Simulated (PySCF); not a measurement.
**Tl⁻ (thallium, charge -1) across methods**

[Xe] 4f14 5d10 6s2 6p2, high-spin 3P determinant. All numbers are calculated (PySCF 2.14, the spin-free X2C one-electron Hamiltonian (Gaussian nucleus), in aug-cc-pwCVTZ-DK3 (11s10p8d5f1g, 125 functions)).

| method | E (hartree) | mean ε 6s α (eV) | mean ε 6s β (eV) | mean ε 6p α (eV) | Σ⟨r²⟩ (bohr²) | ⟨S²⟩ |
| --- | --- | --- | --- | --- | --- | --- |
| UHF | -20241.75186 | -8.415 | -6.590 | -0.462 | 121.1 | 2.013 |
| PBE0 | -20247.59 | -6.113 | -5.223 | 0.766 | 124.4 | 2.002 |
| PBE | -20247.89 | -5.209 | -4.629 | 1.173 | 131.4 | 2.001 |
| LDA | -20235.50 | -5.409 | -4.903 | 1.116 | 129.5 | 2.001 |

Task: Estimate the same row for r2SCAN.

Result: E (hartree) = -20247.83; mean ε 6s α (eV) = -5.399; mean ε 6s β (eV) = -4.609; mean ε 6p α (eV) = 1.119; Σ⟨r²⟩ (bohr²) = 124.6; ⟨S²⟩ = 2.005.

Spin-orbit coupling is strong in this species (close to jj coupling), so the high-spin LS determinant is a model state, not a physical level.

The highest occupied level is positive at r2SCAN, PBE0, PBE, LDA: only the finite basis holds that electron, which in a density functional comes from self-interaction.
